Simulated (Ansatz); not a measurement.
C2H6ClNSi can be A, `C=CN[SiH2]Cl`, or B, `C[Si]1(Cl)CN1`.

Gas-phase electronic energies from Ansatz, PBE0-D4/def2-TZVP geometries. CCSD(T)/CBS adds triple-zeta CCSD(T) − MP2 to the extrapolated MP2 energy (def2 sets, frozen cores). Functionals use def2-TZVPP. B3LYP here is the variant with VWN-RPA as its local correlation; programs differ in this. One conformer a species, not always the lowest.

**Question.** Which isomer does CCSD(T)/CBS put lower? Give the gap. (Best estimate.)

**Answer.** Ansatz gave: A, by 40.4 kJ/mol.

**Question.** Give E(B) − E(A) in kJ/mol with LDA (SPW92), PBE-D4, CCSD(T)/def2-SVP, MP2/def2-TZVPP, B3LYP-D4, PBE0-D4, CCSD/def2-TZVPP. (Estimate.)

**Answer.** The calculation gave: LDA (SPW92) 24.1, PBE-D4 30.0, CCSD(T)/def2-SVP 67.4, MP2/def2-TZVPP 33.6, B3LYP-D4 51.4, PBE0-D4 28.9, CCSD/def2-TZVPP 44.5. None reverses the order clearly.

**Question.** Does the order hold for the free energy at 298.15 K (harmonic terms from PBE0-D4)? (Best estimate.)

**Answer.** Ansatz gave: Yes: G(B) − G(A) = +49.6 kJ/mol, for one conformer each.

Largest T1 diagnostic: 0.011.

At CCSD(T), def2-SVP lies +27.0 kJ/mol from the extrapolated value and def2-TZVPP +1.9 kJ/mol. Leaving LDA and LC-ωPBE aside and taking each functional with its dispersion term where it has one, the values, not all of them listed here, spread over 25.4 kJ/mol, from PBE0-D4 to BLYP-D4. LDA lies −7.1 kJ/mol from PBE without D4.
